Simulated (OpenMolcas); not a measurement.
CHClGaNO (SMILES O=C=[N][GaH][Cl]): methods side by side

CHClGaNO has 6 atoms, charge 0, and is taken as a singlet. As SMILES, `O=C=[N][GaH][Cl]`. The coordinates come from a PBE0-D4/def2-TZVP relaxation. This is one conformer, not always the lowest.

```jsonl
{"atom": "O", "x (Å)": "-0.7002", "y (Å)": "-2.6266", "z (Å)": "-0.6967"}
{"atom": "C", "x (Å)": "-0.6918", "y (Å)": "-1.4860", "z (Å)": "-0.4676"}
{"atom": "N", "x (Å)": "-0.7568", "y (Å)": "-0.3047", "z (Å)": "-0.2479"}
{"atom": "Ga", "x (Å)": "0.2485", "y (Å)": "1.1244", "z (Å)": "0.2757"}
{"atom": "Cl", "x (Å)": "2.2974", "y (Å)": "0.6946", "z (Å)": "0.6778"}
{"atom": "H", "x (Å)": "-0.3549", "y (Å)": "2.5344", "z (Å)": "0.4127"}
```

Quantity: the energy change with the O1–C2 bond stretched from 1.163 to 2.094 Å, in eV. The values are calculated.

```csv
level,kind,program,value (eV),less CCSD(T)/6-31G*,CPU time (all runs)
HF/6-31G* (spherical functions) (unrestricted),Hartree–Fock,OpenMolcas,6.27,-0.34,32 s
SVWN5/6-31G* (spherical functions) (restricted),LDA,OpenMolcas,7.76,+1.15,59 s
BLYP/6-31G* (spherical functions) (restricted),GGA,OpenMolcas,6.69,+0.08,71 s
PBE/6-31G* (spherical functions) (restricted),GGA,OpenMolcas,7.11,+0.50,64 s
r2SCAN/6-31G* (spherical functions) (restricted),meta-GGA,OpenMolcas,7.34,+0.73,83 s
PBE0/6-31G* (spherical functions) (restricted),global hybrid,OpenMolcas,7.39,+0.78,59 s
B3LYP/6-31G* (Cartesian functions) (restricted),global hybrid,OpenMolcas,6.99,+0.38,70 s
B2PLYP/6-31G* (spherical functions) (restricted),double hybrid,OpenMolcas,7.13,+0.52,55 s
MP2/6-31G* (spherical functions) (restricted),perturbation theory,OpenMolcas,7.61,+1.00,26 s
CCSD(T)/6-31G* (spherical functions) (restricted),coupled cluster or CI,OpenMolcas,6.61,0.00,4.3 min
```

Differences are taken from CCSD(T)/6-31G* (spherical functions) (restricted) for orientation; it has basis-set and higher-order errors of its own. At this stretch a single reference begins to fail. All-electron rows without a relativistic Hamiltonian named are non-relativistic. The first shape isn't each level's own minimum. The values span 6.27 to 7.76 eV. In the correlated wave-function rows the outer d shell of Ga is correlated, in sets not made for it. CPU times are rough (shared hosts, several kinds of processor and program).
